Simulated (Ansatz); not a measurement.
A structure relaxed at r2SCAN-D4/def2-TZVP in Ansatz, charge 0, doublet:

| atom | x (Å) | y (Å) | z (Å) |
| --- | --- | --- | --- |
| Li1 | 0.034 | 2.811 | -0.362 |
| Li2 | 0.468 | -1.202 | 0.573 |
| Li3 | 1.388 | 0.740 | -1.483 |
| Li4 | -1.306 | 0.188 | -0.468 |
| Li5 | -0.754 | 0.920 | 1.822 |
| H6 | 0.256 | -0.549 | -1.095 |
| H7 | -1.122 | -0.676 | 1.146 |
| H8 | 0.950 | -3.224 | 0.757 |
| H9 | 0.282 | -3.255 | 0.417 |
| H10 | -1.248 | 1.848 | 0.345 |
| H11 | 1.051 | 2.400 | -1.653 |

(1) Give its formula.

(2) Summarise the bond lengths by kind (pairs closer than 1.2 times the sum of covalent radii, bridged metal pairs left out).

## Answers

(1) Li5H6.

(2) 11 × H–Li 1.69 to 1.85 Å.

In the doublet, H8 and H9 lie 0.75 Å apart (atoms count from 1), so H2 has formed as a molecule. Another isomer (doublet) lies 0.03 eV lower at PBE0-D4/def2-TZVP; other spin states weren't run for this one.
